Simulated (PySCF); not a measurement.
Computed shifts of a molecule C₃H₉NSi₂, HF/pcSseg-1 in PySCF, GIAO, gas phase, atoms alike by connectivity averaged where their shifts nearly agree, in ppm (number of nuclei): ¹³C: 213.5 (1), 37.2 (1), 27.2 (1). ¹⁵N: 525.1 (1). ²⁹Si: -20.4 (1), -53.7 (1). ¹H: 5.30 (2), 4.10 (3), 3.39 (1), 2.58 (3). References: ¹³C against TMS (σ = 192.6 ppm); ¹⁵N against NH3 (σ = 267.3 ppm); ²⁹Si against TMS (σ = 393.8 ppm); ¹H against TMS (σ = 31.99 ppm), references at their B3LYP-D3(BJ)/def2-TZVP geometries, non-relativistic. Coordinates come from a r2SCAN-D4/def2-SVP optimisation. Other conformers were not sampled.

Which molecule gave these data?
(A) C=C1CN[SiH2][SiH2]1
(B) CC1=N[C@@H]([SiH3])[SiH2]1
(C) C#C[SiH2][C@@H](N)[SiH3]
(D) [SiH3]N[C@H]1C=C[SiH2]1

B, CC1=N[C@@H]([SiH3])[SiH2]1
